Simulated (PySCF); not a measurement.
Compound: 2-ethylcyclohexanone, C8H14O.
Cartesian coordinates in Å at the GFN2-xTB level; atoms count from 1:
```
atom  x, y, z in Å
C1    -2.991    0.211   -0.211
C2    -1.868   -0.658    0.342
C3    -0.510    0.041    0.259
C4     0.551   -0.659    1.124
C5     1.883    0.079    1.061
C6     2.383    0.156   -0.377
C7     1.339    0.827   -1.275
C8     0.026    0.087   -1.160
O9    -0.507   -0.449   -2.098
H10   -2.813    0.435   -1.259
H11   -3.059    1.148    0.339
H12   -3.945   -0.305   -0.128
H13   -1.820   -1.589   -0.227
H14   -2.078   -0.906    1.385
H15   -0.612    1.073    0.613
H16    0.681   -1.684    0.768
H17    0.197   -0.706    2.156
H18    2.619   -0.437    1.680
H19    1.760    1.089    1.459
H20    2.577   -0.853   -0.750
H21    3.319    0.716   -0.423
H22    1.194    1.861   -0.955
H23    1.669    0.824   -2.315
```

Probes without a nucleus sit at each ring's centroid and 1 Å off its mean plane on both sides; NICS is minus the shielding there, NICSzz its component along the normal. Level: GIAO PBE0/pcSseg-1 (PySCF, non-relativistic, gas phase) on the GFN2-xTB geometry, one conformer.

Ring bond lengths (Å), with Mayer bond orders in brackets: C3–C4 1.537 (0.99), C4–C5 1.525 (1.04), C5–C6 1.524 (1.04), C6–C7 1.532 (1.02), C7–C8 1.513 (0.99), C8–C3 1.517 (0.89).

Q: What do the NICS probes read (ppm)?

A: 
```tsv
ring	type	NICS(0)	NICS(1), two faces	NICS(1)zz, two faces	rms pucker (Å)	centre to ring atoms, mean (Å)
C3–C4–C5–C6–C7–C8	6-membered carbocycle; formal bonds all single	-1.1	-3.2 / -0.7	0.2 / 5.2	0.24	1.46
```

Q: What do they say, and how far can they be read as aromaticity?

A: 
- C3–C4–C5–C6–C7–C8: mean NICS(1)zz 2.7 ppm, near zero. C3, C4, C5, C6, C7 have four or more neighbours; no verdict on aromaticity is drawn. The two faces differ by 5.0 ppm, so no symmetry operation interchanges them.

Q: What field does 1 T along the ring normal induce along that normal at the first NICS(1) probe listed for ring C3–C4–C5–C6–C7–C8, 1 Å off the ring?

A: NICSzz × B0 = 0.2 ppm × 1 T = 0 μT.

Q: What are the shieldings of the ring atoms and their hydrogens in the same run (means over atoms taken as equivalent)?

A: 
```json
{"atoms": "C3", "environment": "sp3 carbon next to a carbonyl", "σ isotropic (ppm)": "130.3", "principal values of the symmetric part, first atom (ppm)": "108.1, 134.5, 148.2"}
{"atoms": "C4", "environment": "ring CH2 carbon", "σ isotropic (ppm)": "145.5", "principal values of the symmetric part, first atom (ppm)": "122.4, 147.7, 166.4"}
{"atoms": "C5", "environment": "ring CH2 carbon", "σ isotropic (ppm)": "156.2", "principal values of the symmetric part, first atom (ppm)": "152.4, 157.4, 158.8"}
{"atoms": "C6", "environment": "ring CH2 carbon", "σ isotropic (ppm)": "153.1", "principal values of the symmetric part, first atom (ppm)": "139.2, 152.9, 167.2"}
{"atoms": "C7", "environment": "sp3 carbon next to a carbonyl", "σ isotropic (ppm)": "140.0", "principal values of the symmetric part, first atom (ppm)": "126.4, 128.8, 164.9"}
{"atoms": "C8", "environment": "ketone carbonyl carbon", "σ isotropic (ppm)": "-30.2", "principal values of the symmetric part, first atom (ppm)": "-111.1, -83.8, 104.4"}
{"atoms": "H15", "environment": "methine hydrogen", "σ isotropic (ppm)": "29.83", "principal values of the symmetric part, first atom (ppm)": "25.4, 31.2, 32.9"}
{"atoms": "H16", "environment": "methylene hydrogen", "σ isotropic (ppm)": "30.36", "principal values of the symmetric part, first atom (ppm)": "26.2, 30.4, 34.6"}
{"atoms": "H17", "environment": "methylene hydrogen", "σ isotropic (ppm)": "29.71", "principal values of the symmetric part, first atom (ppm)": "24.3, 29.8, 35.0"}
{"atoms": "H18", "environment": "methylene hydrogen", "σ isotropic (ppm)": "29.85", "principal values of the symmetric part, first atom (ppm)": "25.1, 27.7, 36.7"}
{"atoms": "H19", "environment": "methylene hydrogen", "σ isotropic (ppm)": "30.03", "principal values of the symmetric part, first atom (ppm)": "26.3, 28.7, 35.1"}
{"atoms": "H20", "environment": "methylene hydrogen", "σ isotropic (ppm)": "30.08", "principal values of the symmetric part, first atom (ppm)": "26.2, 28.4, 35.6"}
{"atoms": "H21", "environment": "methylene hydrogen", "σ isotropic (ppm)": "29.57", "principal values of the symmetric part, first atom (ppm)": "24.5, 27.6, 36.6"}
{"atoms": "H22", "environment": "methylene hydrogen", "σ isotropic (ppm)": "29.46", "principal values of the symmetric part, first atom (ppm)": "26.7, 28.2, 33.5"}
```

The list is cut; further classes of hydrogen are left out.
